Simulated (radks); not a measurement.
Task: Radial electron density D(r) = 4 pi r^2 rho(r) of an atom or ion with 63.5 electrons. All-electron calculation, Dirac Kohn-Sham, PBE, spin-unpolarised, spherical densities, point nucleus. Program: a radial shooting solver on a logarithmic mesh with Libxc functionals.

r (bohr)  D(r) (e/bohr)
0.003133          24.00
0.003676          29.71
0.00428           35.98
0.004982          43.03
0.0058            50.71
0.006806          59.21
0.007924          67.25
0.009225          74.71
0.01074           80.96
0.0126            85.53
0.01467           87.44
0.01708           86.86
0.01988           84.19
0.02333           80.36
0.02716           77.55
0.03162           77.49
0.03681           81.58
0.0432            90.37
0.05029           100.9
0.05855           109.8
0.06816           113.0
0.07999           108.2
0.09312           98.07
0.1084            88.29
0.1262            85.05
0.1481            90.48
0.1724            98.23
0.2007            98.88
0.2337            86.87
0.2742            65.17
0.3192            47.63
0.3716            41.67
0.4326            45.48
0.5077            49.79
0.591             46.59
0.6881            36.76
0.801             25.76
0.94              17.59
1.094             13.52
1.274             11.15
1.483             8.874
1.74              6.210
2.026             3.908
2.359             2.262
2.746             1.311
3.222            0.8146
3.751            0.5663
4.367            0.3869
5.084            0.2356
5.966            0.1169
6.946           0.04912
8.086           0.01639
9.413          0.004187
11.05         0.0007215

What is the nuclear charge?

Result: Z = 64. The innermost maximum, from 1s, lies near gamma/Z bohr with gamma = sqrt(1 - (Z/c)^2) = 0.884, here 0.0138 bohr (found: 0.0153), and its height grows with Z. The density is that of the gadolinium ion Gd0.5+ in [Xe] 4f7.5 5d1 6s1; the configuration itself is not fixed sharply by these data, and Z only to a few units. D(r) has 4 maxima, at r = 0.0153, 0.0676, 0.188, 0.516 bohr, and minima at 0.0294, 0.124, 0.372 bohr, inside which lie 2.01, 11.22, 29.36 electrons.
